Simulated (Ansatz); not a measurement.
`B[CH2][GeH3]` + `O[AsH2]` → `O[AsH][GeH3]` + `BC` at 700 K and 1 bar (ligand exchange at a Ge–C bond).

Computed with Ansatz on PBE0-D4/def2-TZVP structures; ΔE is electronic, products minus reactants. CBS: MP2 limit from def2 TZ/QZ plus the TZ coupled-cluster correction, frozen cores. This one scheme is used for every species. For As, Ge outer-core shells are correlated without core-valence functions, which leaves a few kJ/mol of doubt a bond. Scalar relativity is left out up to krypton. Each species was taken in one conformer, which may not be the lowest.

| species | CCSD(T)/CBS energy (Eh) | H − E (kJ/mol) | S (J/(mol·K)) |
| --- | --- | --- | --- |
| `B[CH2][GeH3]` | -2143.14744 | 254.6 | 425.2 |
| `O[AsH2]` | -2311.97217 | 115.9 | 321.3 |
| `O[AsH][GeH3]` | -4389.29663 | 185.5 | 439.5 |
| `BC` | -65.83255 | 189.6 | 311.0 |

H − E and S are ideal-gas, rigid-rotor, harmonic terms from PBE0-D4/def2-TZVP, for one conformer and one mirror image of each species. 1 Eh = 2625.50 kJ/mol, R = 8.31446 J/(mol·K).

Problem. By hand: ΔE, ΔH, ΔS and ΔG.

Solution. ΔE = (-4389.29663) + (-65.83255) − (-2143.14744) − (-2311.97217) = -0.00957 Eh = -25.1 kJ/mol. Δ(H − E) = 185.5 + 189.6 − 254.6 − 115.9 = 4.6, so ΔH = -20.5 kJ/mol. ΔS = 439.5 + 311.0 − 425.2 − 321.3 = 4.0 J/(mol·K). ΔG = -20.5 − 700 × (4.0)/1000 = -23.3 kJ/mol.

Problem. By hand: the equilibrium constant, and the temperature at which ΔG would vanish if ΔH and ΔS stayed fixed.

Solution. log₁₀ K = −ΔG/(RT ln 10) = 1.7. ΔH and −TΔS have one sign here, so there is no such temperature. One of them is within its doubt of zero, so this could turn.

The number of gas molecules stays the same, so ΔS is small and ΔH decides. A doubt of 5 kJ/mol in ΔE shifts log₁₀ K by 0.4 here. Other conformers and mirror images would add mixing entropy, several J/(mol·K) or more a flexible species. Modes under 60 cm⁻¹, often nearly free rotors, make the harmonic entropy too high. These are equilibria of isolated gas molecules and say nothing of rates. Largest T1 diagnostic: 0.012 (customary marks: 0.02 for closed shells, 0.045 for open ones).
